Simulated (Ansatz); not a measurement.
`C[SiH2]C[AsH2]`. Charge 0, multiplicity 1. The structure was optimised at the PBE0-D4/def2-TZVP level. It is one conformer, not always the lowest.

```xyz
13

C     0.620   -0.947    1.589
Si    0.555   -0.886   -0.279
C     0.171    0.841   -0.899
As   -1.501    1.570   -0.130
H     1.388   -0.272    1.974
H    -0.336   -0.653    2.028
H     0.854   -1.957    1.934
H    -0.496   -1.816   -0.780
H     1.862   -1.328   -0.844
H     0.974    1.522   -0.602
H     0.118    0.841   -1.989
H    -1.789    2.562   -1.252
H    -2.421    0.523   -0.749
```

**Question.** What is the dipole moment at B3LYP/def2-TZVPP? (Estimate.)

**Answer.** Ansatz gave: 0.59 D, with components (0.55, 0.22, -0.01) D in this frame, pointing from negative to positive charge.

**Question.** And with PBE, r2SCAN, ωB97M-V? (An estimate is asked.)

**Answer.** The calculation gave: PBE 0.59 D, r2SCAN 0.61 D, ωB97M-V 0.57 D.

**Question.** Give the Mulliken charges with B3LYP, PBE, ωB97M-V in def2-TZVPP. (Estimate.)

**Answer.** Ansatz gave: 
| atom | B3LYP | PBE | ωB97M-V |
| --- | --- | --- | --- |
| C1 | -0.38 | -0.36 | -0.44 |
| Si2 | 0.33 | 0.25 | 0.26 |
| C3 | -0.35 | -0.32 | -0.43 |
| As4 | 0.09 | 0.06 | 0.01 |
| H5 | 0.10 | 0.10 | 0.12 |
| H6 | 0.10 | 0.11 | 0.12 |
| H7 | 0.10 | 0.11 | 0.12 |
| H8 | -0.08 | -0.07 | -0.04 |
| H9 | -0.09 | -0.07 | -0.04 |
| H10 | 0.12 | 0.12 | 0.15 |
| H11 | 0.12 | 0.13 | 0.15 |
| H12 | -0.03 | -0.02 | 0.01 |
| H13 | -0.02 | -0.02 | 0.01 |

B3LYP here is the variant with VWN-RPA as its local correlation; programs differ in this.
